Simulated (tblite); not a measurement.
Compound: C5H13NSi3.
Atom-mapped SMILES: `[SiH3:1][N:2]([SiH3:3])[SiH2:4][C:5]#[C:6][CH:7]1[CH2:8][CH2:9]1` (hydrogens: H10, H11, H12 on Si1; H13, H14, H15 on Si3; H16, H17 on Si4; H18 on C7; H19, H20 on C8; H21, H22 on C9)

Geometry (GFN2-xTB, Å), atoms numbered from 1 in this order:
```
atom  x, y, z in Å
Si1   -1.3684    0.5474    1.8486
N2    -2.0563    0.8717    0.2808
Si3   -3.7838    1.0044    0.1004
Si4   -1.0285    1.4775   -1.0038
C5     0.5496    0.5263   -1.0204
C6     1.5828   -0.0966   -1.0547
C7     2.7920   -0.8553   -1.0460
C8     2.7426   -2.2925   -0.5926
C9     3.3832   -1.2636    0.2799
H10   -1.2041    1.7934    2.6078
H11   -2.2806   -0.3492    2.5564
H12   -0.0699   -0.0903    1.6473
H13   -4.2282    2.3783    0.3675
H14   -4.1155    0.6359   -1.2756
H15   -4.4055    0.0829    1.0480
H16   -0.7377    2.9025   -0.7828
H17   -1.7355    1.2591   -2.2680
H18    3.4795   -0.6044   -1.8461
H19    3.3709   -3.0056   -1.1051
H20    1.7832   -2.6859   -0.2924
H21    4.4586   -1.2591    0.3758
H22    2.8610   -0.9576    1.1740
```

Level: GFN2-xTB in tblite, geometry and Hessian alike; calculated harmonic values, unscaled, isolated species. The method is semi-empirical: single wavenumbers can be off by several per cent or more. Modes of hydrogen on silicon can be 10 to 20 % off. One conformer, not necessarily the lowest. The optimisation stopped once no atom felt more than 0.01 eV/Å.

Lowest wavenumbers of the output (negative numbers stand for imaginary wavenumbers):
```
mode    cm-1
  1     -31.1
  2      10.8
  3      17.3
  4      39.5
  5      51.3
  6     100.5
  7     139.1
  8     192.4
```

Is this structure a minimum?

Not by this Hessian. 1 mode is imaginary beyond 20i (31i cm⁻¹), so at this level the point lies at or near a first-order saddle. The curvature is small, so loose convergence or finite differences may be the whole cause.

Which atoms move in the imaginary mode?

31i: H10 (Si–H hydrogen) 32 %, H12 (Si–H hydrogen) 29 %, H11 (Si–H hydrogen) 19 %. These are shares of the mass-weighted motion.

What is the remedy?

Step along that mode in both directions, optimise again with tighter thresholds and repeat the frequencies. The zero-point energy of this point (94.6 kcal/mol) counts the 59 real modes alone, and thermal corrections from it aren't those of a minimum.
